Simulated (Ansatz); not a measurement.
```yaml
crystal:
  periodic: [false, false, false]
  atoms:
    - {symbol: B, position_ang: [-1.008275, 1.349870, 1.021340]}
    - {symbol: O, position_ang: [0.274986, 0.961592, 0.851332]}
    - {symbol: C, position_ang: [0.802912, 0.327445, -0.275424]}
    - {symbol: Si, position_ang: [0.319809, -1.508903, -0.386676]}
    - {symbol: Br, position_ang: [0.275192, 1.173420, -1.974528]}
    - {symbol: H, position_ang: [-1.265011, 1.801399, 2.096479]}
    - {symbol: H, position_ang: [-1.810740, 1.233941, 0.143106]}
    - {symbol: H, position_ang: [1.881402, 0.477311, -0.249300]}
    - {symbol: H, position_ang: [-1.156252, -1.577702, -0.504454]}
    - {symbol: H, position_ang: [0.987745, -2.112713, -1.563169]}
    - {symbol: H, position_ang: [0.763632, -2.182759, 0.861695]}
basis:
  gaussian: {orbitals: def2-mTZVP, point_charges: [{charge: 2.00, position_ang: [6.562, -0.936, 0.880]}]}
hamiltonian: {xc: {name: HF}}
correlation: {method: mp2, frozen_orbitals: {B: 0}}
output: {forces: true}
```

```sh
$ ansatz run in.yaml --threads 4 --pin off --events-out ev --progress --plain --max-ram 10444MiB
```

Task: How does Ansatz answer? (Estimate.)

Result: Ansatz gave: The input was rejected before any iteration.
```
Functional definition: HF
Error: "frozen_orbitals" has no count for O
```
